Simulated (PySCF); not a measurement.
Species: C₄H₁₁FSi.
Z-matrix (Å and degrees, GFN2-xTB geometry), rows numbered from 1:
```
C 
C   1  1.5296
C   2  1.5276  1  110.02
Si  2  1.9099  1  111.95  3   123.87
C   4  1.9206  2  109.96  1    64.72
F   5  1.3817  4  110.68  2   -69.25
H   1  1.0870  2  111.24  3   179.32
H   1  1.0896  2  110.50  3    59.08
H   1  1.0881  2  110.53  3   -60.53
H   2  1.0970  1  107.63  3  -116.77
H   3  1.0892  2  110.63  1   -57.09
H   3  1.0874  2  110.99  1  -177.38
H   3  1.0877  2  110.56  1    62.67
H   4  1.4689  2  110.61  1  -178.55
H   4  1.4646  2  111.30  1   -54.65
H   5  1.0929  4  113.27  2    49.82
H   5  1.0920  4  111.86  2   172.61
```

Computed, not measured: PBE0/def2-SVPD in PySCF (dipole) on a GFN2-xTB geometry, gas phase.

Masses are those of the commonest isotopes; rigid-rotor values at the optimised geometry. The values belong to one conformer with, in the numbering `[CH3:1][CH:2]([CH3:3])[SiH2:4][CH2:5][F:6]`, C1–C2–Si4–C5 65°, C2–Si4–C5–F6 -69°.

Question: Give the principal moments of inertia and the rotational constants in cm⁻¹.

Answer: Ia = 112.46, Ib = 310.42, Ic = 388.70 u·Å²; 505379 MHz·u·Å²/I gives 4494, 1628 and 1300 MHz, that is A = 0.14990, B = 0.05431, C = 0.04337 cm⁻¹.

Question: What kind of rotor is it?

Answer: An asymmetric top; Ray's κ = -0.795.

Question: What does the inertial defect say?

Answer: Not planar: Δ = Ic − Ia − Ib = -34.18 u·Å². For a rigid frame Δ = −2 Σ m c², so Σ m c² = 17.09 u·Å² lies off the ab plane: 10.67 from hydrogen and 6.41 from heavier atoms. The atom farthest from that plane is 1.71 Å away.

Question: Give the other two planar moments, Paa and Pbb, and the rms extents of the mass along the axes.

Answer: Paa = Σ m a² = (Ib + Ic − Ia)/2 = 293.33 and Pbb = Σ m b² = (Ia + Ic − Ib)/2 = 95.37 u·Å². With the mass M = 106.06 u, the rms extents √(P/M) along a, b and c are 1.66, 0.95, 0.40 Å.

Question: Which lines would a microwave search look for?

Answer: The dipole components are |μa| = 0.92 D, |μb| = 0.93 D, |μc| = 0.92 D. Intensities carry the squares of the components, which stand as 0.99 : 1.00 : 0.98 (a : b : c). Some lines, for components of 0.1 D or more:

```csv
type,branch,"J(Ka,Kc)",MHz,lower level (cm⁻¹)
a,Q,"1(1,0) ← 1(1,1)",328,0.193
c,Q,"4(1,4) ← 4(0,4)",1713,0.964
c,Q,"1(1,1) ← 1(0,1)",2866,0.098
b,R,"2(0,2) ← 1(1,1)",2964,0.193
a,R,"2(0,2) ← 1(0,1)",5830,0.098
c,R,"1(1,0) ← 0(0,0)",6122,0.000
c,Q,"3(2,2) ← 3(1,2)",8123,0.719
c,Q,"2(2,1) ← 2(1,1)",8598,0.410
b,Q,"2(2,0) ← 2(1,1)",8624,0.410
a,R,"3(0,3) ← 2(0,2)",8680,0.292
a,R,"3(2,2) ← 2(2,1)",8785,0.697
a,R,"3(2,1) ← 2(2,0)",8890,0.698
b,Q,"2(2,1) ← 2(1,2)",9581,0.378
b,Q,"3(2,2) ← 3(1,3)",10089,0.654
c,Q,"3(3,1) ← 3(2,1)",15034,0.995
b,Q,"3(3,1) ← 3(2,2)",15165,0.990
b,R,"3(2,2) ← 2(1,1)",17382,0.410
b,R,"4(2,3) ← 3(1,2)",19815,0.719
c,R,"4(2,2) ← 3(1,2)",20203,0.719
b,Q,"4(4,0) ← 4(3,1)",21155,1.889
b,Q,"4(4,1) ← 4(3,2)",21164,1.889
b,R,"3(3,0) ← 2(2,1)",23951,0.697
c,R,"4(3,2) ← 3(2,2)",26927,0.990
b,R,"4(4,0) ← 3(3,1)",32926,1.496
```

Question: Estimate the classical rotational partition function at 25 K, 50 K and 200 K.

Answer: Point group C1, symmetry number σ = 1; q = (√π/σ)·√((kT/h)³/(ABC)), k/h = 20836.6 MHz/K: 6830 at 25 K, 19300 at 50 K, 155000 at 200 K.

GFN2-xTB frequencies: not computed here. Zero-point vibration and centrifugal distortion are left out. A rigid rotor knows nothing of internal rotation, which can split or shift real lines.
